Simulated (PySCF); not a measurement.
F₃OSi, SMILES F[Si](F)([O])F, multiplicity 2.

Coordinates come from a B3LYP-D3(BJ)/def2-SVP optimisation. The isomer is the one that the SMILES or the coordinates give; other isomers of the formula were not compared.

Two levels are set side by side: PBE/def2-TZVP (PySCF) and r2SCAN/def2-TZVP (PySCF). Same geometry, gas phase. Differences are taken from unrounded values.

```json
[
 {"quantity": "α-spin orbital gap (eV)", "PBE": "8.35"},
 {"quantity": "β-spin orbital gap (eV)", "PBE": "0.81"},
 {"quantity": "dipole moment (D)", "PBE": "0.18"},
 {"quantity": "mean polarisability (bohr³)", "PBE": "26.1"}
]
```

Task: These are the PBE values. What does r2SCAN give? (Estimate from the structure and the level; the computed values follow.)

Result: 
```csv
quantity,r2SCAN,PBE minus r2SCAN
α-spin orbital gap (eV),9.50,-1.15
β-spin orbital gap (eV),2.06,-1.25
dipole moment (D),0.11,0.08
mean polarisability (bohr³),24.0,2.1
```

Rough cost on one machine, each run with all the roots and properties that it gave: r2SCAN against PBE about 4 times.
